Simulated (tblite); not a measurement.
Compound: C₈H₁₁ (doublet state).
Atom-mapped SMILES: `[CH2:1]1[CH2:2][C:3]1[C@@H:4]1[C@@H:5]2[CH2:6][CH2:7][C@H:8]12` (hydrogens: H9, H10 on C1; H11, H12 on C2; H13 on C4; H14 on C5; H15, H16 on C6; H17, H18 on C7; H19 on C8)

Computed with GFN2-xTB (tblite), gas phase: L-BFGS steps from a force-field or distance-geometry start until the largest atomic force falls under 0.01 eV/Å.

Geometry at step 5:
```
atom  x, y, z in Å
C1     -2.2965   -0.4676    0.2571
C2     -1.6971   -1.6181   -0.5229
C3     -0.8668   -0.5039   -0.0552
C4      0.2924   -0.4297    0.8177
C5      0.9968    0.8805    1.0105
C6      0.8239    1.6874   -0.2691
C7      1.5286    0.5607   -1.0460
C8      1.6628   -0.2298    0.2441
H9     -2.9287    0.2507   -0.2491
H10    -2.5642   -0.6409    1.2898
H11    -1.5661   -2.5626   -0.0137
H12    -1.9558   -1.7217   -1.5686
H13     0.1913   -1.0783    1.6801
H14     1.3024    1.2589    1.9728
H15     1.3499    2.6377   -0.2682
H16    -0.2205    1.8472   -0.5609
H17     2.4893    0.8382   -1.4627
H18     0.9234    0.0928   -1.8240
H19     2.5250   -0.7923    0.5609
```

**Question.** Give the atomic forces at this geometry.

**Answer.** 
```
atom  Fx (eV/Å)  Fy (eV/Å)  Fz (eV/Å)
  C1      0.009      0.195      0.102
  C2      0.091     -0.021     -0.013
  C3     -0.169      0.081     -0.301
  C4     -0.072     -0.060     -0.088
  C5      0.077      0.035      0.147
  C6     -0.152      0.168     -0.028
  C7      0.055     -0.049     -0.235
  C8      0.090     -0.053      0.140
  H9     -0.059     -0.154     -0.014
 H10     -0.262      0.038      0.125
 H11     -0.104     -0.239     -0.039
 H12      0.060      0.051      0.035
 H13      0.262     -0.092      0.301
 H14     -0.233      0.116      0.002
 H15      0.067      0.005     -0.043
 H16      0.189      0.055      0.107
 H17      0.111      0.152     -0.067
 H18      0.059     -0.059      0.042
 H19     -0.018     -0.166     -0.172
```

The largest, 0.41 eV/Å, acts on H13; the rms over all components is 0.130 eV/Å. The forces sum to zero within rounding, as they must for an isolated molecule in no field.

**Question.** Give the force on H13 in Eh/bohr and in nN.

**Answer.** 0.410 eV/Å ÷ 51.422 = 0.00796 Eh/bohr, and 0.410 eV/Å × 1.602 = 0.66 nN.

**Question.** How far is this geometry from the end of the optimisation?

**Answer.** 0.080 eV above it, and 0.085 Å rms away after alignment. The bonds farthest from their final lengths, with half the difference of the two atoms' forces along the bond (positive lengthens):

```
  bond  now (Å)  final (Å)  force along bond (eV/Å)
C4–H13    1.084      1.094                    +0.15
C6–H16    1.096      1.089                    -0.19
 C1–C2    1.514      1.520                    +0.13
 C4–C8    1.499      1.505                    +0.03
C1–H10    1.081      1.086                    +0.06
 C7–C8    1.519      1.524                    +0.16
```

The angle farthest from its final value is C8–C4–H13, 118.0° against 113.4°.

What follows is the cost of the whole relaxation. On one thread of an Arm Neoverse N1, on a shared host, this took 0.48 s wall.
